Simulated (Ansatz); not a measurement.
`C[SiH](S)C=O` → 2 C• + 6 H• + O• + S• + Si•  (atomization)

Computed with Ansatz on PBE0-D4/def2-TZVP structures; ΔE is electronic, products minus reactants. CBS: MP2 limit from def2 TZ/QZ plus the TZ coupled-cluster correction, frozen cores. This one scheme is used for every species, atoms too. Functionals use def2-TZVPP. B3LYP here is the variant with VWN-RPA as its local correlation; programs differ in this. Open shells (•) are unrestricted, without spin–orbit coupling. Spin–orbit coupling would lower the free atoms: a little for C, O, S, Si. Each species was taken in one conformer, which may not be the lowest.

```
             level  ΔE (kcal/mol)  difference from CCSD(T)/CBS
            PBE-D4          990.2                         20.1
          B3LYP-D4          968.6                         -1.5
               PBE          984.1                         14.0
            r2SCAN          972.3                          2.2
SCS-MP2/def2-TZVPP          954.5                        -15.6
   CCSD/def2-TZVPP          927.3                        -42.8
CCSD(T)/def2-TZVPP          943.2                        -26.9
     HF/def2-QZVPP          700.0                       -270.1
SCS-MP2/def2-QZVPP          972.3                          2.2
      HF/CBS(def2)          700.2                       -269.9
       CCSD(T)/CBS          970.1                            0
```

Largest T1 diagnostic among the species: 0.014.

In def2-TZVPP, CCSD(T) changes the Hartree–Fock value by +244.6 kcal/mol (the triples alone add +16.0 kcal/mol) and MP2 by +259.7 kcal/mol; breaking electron pairs costs correlation energy, which Hartree–Fock lacks. The D4 term adds +9.8 kcal/mol with B3LYP and +5.2 kcal/mol with PBE0; it sums over pairs of atoms, weighted by their polarisabilities, and B3LYP, whose exchange is more repulsive, gets the larger term.

For atomizations the MP2-based limit and the directly extrapolated one differ by several kJ/mol either way, and by 10 to 25 for some Ge, Se and Sn compounds, so smaller differences from it don't rank the levels.
